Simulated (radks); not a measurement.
Results of a calculation; reference values are marked as such.
Task: All-electron atom: Dy in [Xe] 4f7.5 5d2.5 6s2 (fractional occupations, a model configuration). Level of theory: scalar-relativistic Kohn-Sham, SCAN, spin-unpolarised, spherical densities, finite nucleus; meta-GGA in the generalised Kohn-Sham scheme; Fermi nuclear charge, rms radius 5.2218 fm (a radial shooting solver on a logarithmic mesh with Libxc functionals). Some entries of the table are withheld. Estimate them.

orbital  occ.  eigenvalue (eV)  <r^2> (bohr^2)  <1/r> (bohr^-1)
1s          2        -53746.26       0.0006096              (1)
2s          2        -8989.605        0.009514            17.35
2p          6              (2)        0.007709            16.09
3s          2        -2028.582         0.06268            6.390
3p          6        -1714.689         0.06306            5.981
3d         10        -1311.091         0.05291            5.664
4s          2        -421.6780          0.3144              (3)
4p          6        -317.3468          0.3545            2.477
4d         10              (4)          0.4216            2.194
5s          2         -59.5120           1.762            1.063
5p          6         -33.4260           2.411           0.9010
4f        7.5         -19.5907          0.7257            1.690
6s          2          -4.8537           14.92           0.3501
5d        2.5              (5)             (6)           0.5518

Result: 
(1) 1s <1/r> (bohr^-1): 74.55
(2) 2p eigenvalue (eV): -7974.327
(3) 4s <1/r> (bohr^-1): 2.695
(4) 4d eigenvalue (eV): -174.8856
(5) 5d eigenvalue (eV): -3.8538
(6) 5d <r^2> (bohr^2): 7.066
